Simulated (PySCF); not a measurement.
**Shifts of the heteroatoms**

Atoms are numbered as in `[CH3:1][C:2](=[O:3])[SiH2:4][C:5]([SiH3:6])([SiH3:7])[CH:8]=[O:9]`. Each H is labelled by its parent atom.

[PySCF: geometry: GFN2-xTB; GIAO PBE0/pcSseg-1 shieldings; one averaged value for each set of equivalent atoms; one computed conformer; non-relativistic Hamiltonian; gas phase]

Problem. What are the ²⁹Si shifts?

Solution. 
```json
{"atoms": "Si4", "environment": "silicon bonded to 2 C, 2 H", "σ (ppm)": "408.7", "δ (ppm)": "-55.9"}
{"atoms": "Si6/Si7", "environment": "silicon bonded to C, 3 H", "σ (ppm)": "429.6", "δ (ppm)": "-73.1"}
```

Shieldings were converted by a linear fit to measured shifts: ²⁹Si: δ = 279.94 − 0.822σ (rms 8.9 ppm, 72 shifts, 25.8 ppm with the 6 outliers that the fit left out vs TMS, solution or neat liquid). Occasional misses reach two or three times the rms, and more in compound classes unlike the fitted ones.

On a 600 MHz spectrometer ²⁹Si resonates near 119.2 MHz, so 1 ppm is 119.2 Hz.

Problem. What are the ¹⁷O shifts?

Solution. 
```json
{"atoms": "O3", "environment": "carbonyl oxygen", "σ (ppm)": "-348.4", "δ (ppm)": "584.0"}
{"atoms": "O9", "environment": "aldehyde oxygen", "σ (ppm)": "-295.1", "δ (ppm)": "535.6"}
```

Shieldings were converted by a linear fit to measured shifts: ¹⁷O (scatter 10.7 ppm rms, 12.2 ppm with the 3 outliers that the fit left out vs liquid water, solution or neat liquid). A few per cent of atoms miss by over 2 rms, more outside the fitted compound classes.

On a 400 MHz spectrometer ¹⁷O resonates near 54.2 MHz, so 1 ppm is 54.2 Hz.
